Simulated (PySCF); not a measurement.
# Nuclear quadrupole coupling in `O=C([O-])c1ccc(F)s1`

Compound: C₅H₂FO₂S (charge -1).
Structure used (GFN2-xTB), in Å, numbered top down from 1:
```xyz
11
C5H2FO2S angstrom
O     -2.4204   -1.6058   -0.0286
C     -2.2109   -0.3818    0.0283
O     -2.9833    0.5750    0.0936
C     -0.7008   -0.0899    0.0097
C      0.1108    0.9988    0.0454
C      1.4883    0.6696   -0.0025
C      1.6575   -0.6744   -0.0731
F      2.8565   -1.3010   -0.1336
S      0.1772   -1.5751   -0.0850
H     -0.2654    2.0046    0.1040
H      2.2960    1.3826    0.0158
```

Field gradients from the PBE0/pcSseg-1 density (PySCF, non-relativistic), principal values in atomic units, ordered |Vxx| ≤ |Vyy| ≤ |Vzz|:

| atom | Vxx | Vyy | Vzz |
| --- | --- | --- | --- |
| O1 | 0.3002 | 0.9471 | -1.2473 |
| O3 | 0.4530 | 0.9389 | -1.3919 |
| S9 | -0.4168 | -1.5484 | 1.9652 |

Task: Find the asymmetry η = (Vxx − Vyy)/Vzz and the couplings χ = eQV/h (234.96 MHz × Q in barn × V in au), with Q(17O) = −0.0256 b, Q(33S) = −0.0678 b.

Result: 
| atom | environment | nucleus | η | χzz (MHz) | χxx (MHz) | χyy (MHz) |
| --- | --- | --- | --- | --- | --- | --- |
| O1 | carboxylate oxygen | 17O | 0.52 | 7.50 | -1.81 | -5.70 |
| O3 | carboxylate oxygen | 17O | 0.35 | 8.37 | -2.72 | -5.65 |
| S9 | thiophene-type sulfur | 33S | 0.58 | -31.31 | 6.64 | 24.67 |

The tensor is traceless: Vxx + Vyy + Vzz = 0.

Task: What is Vzz at S9 in SI units (1 au = 9.71736 × 10²¹ V/m²)?

Result: 1.9652 au = 19.097 × 10²¹ V/m².

Isolated species at its GFN2-xTB geometry, gas phase. The pcSseg-1 basis has no diffuse functions, a weakness for an anion. GFN2-xTB bond lengths can be off by several hundredths of an ångström, more for odd bonds, and the gradients follow them. The small basis limits the accuracy of the gradients.
